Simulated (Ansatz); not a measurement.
**Worked example: CH2F2 + C2H10OSi2 → CH3FO + C2H9FSi2**

Species: CH2F2 (difluoromethane) `FCF`, singlet; C2H10OSi2 `CC[SiH](O)[SiH3]`, singlet; CH3FO `OCF`, singlet; C2H9FSi2 `CC[SiH](F)[SiH3]`, singlet. The partners trade F for OH: C–F and Si–OH bonds give way to C–OH and Si–F.

Shapes, held fixed at every level: PBE0-D4/def2-TZVP. Flexible molecules stand in one conformer, not always the lowest. Programs: Ansatz 0.2.0. Electronic energies: no zero-point or thermal term.

At CCSD(T)/CBS estimate; 1 Eh = 2625.50 kJ/mol:

```
  species  energy (Eh)
    CH2F2  -238.826601
C2H10OSi2  -735.503899
    CH3FO  -214.812543
 C2H9FSi2  -759.537322
```

**Question.** Work out ΔE of the reaction at this level.

**Answer.** 
1. Products less reactants: (-214.812543) + (-759.537322) − [(-238.826601) + (-735.503899)] = -0.019365 Eh = -50.8 kJ/mol.

Other levels give -50.4 (B2PLYP/def2-TZVPP) to -48.2 kJ/mol (CCSD(T)/def2-TZVPP). No measured value is set beside it here. The CBS estimate extrapolates MP2 from def2-TZVPP and def2-QZVPP and adds CCSD(T) − MP2 in the triple-zeta set, cores frozen.
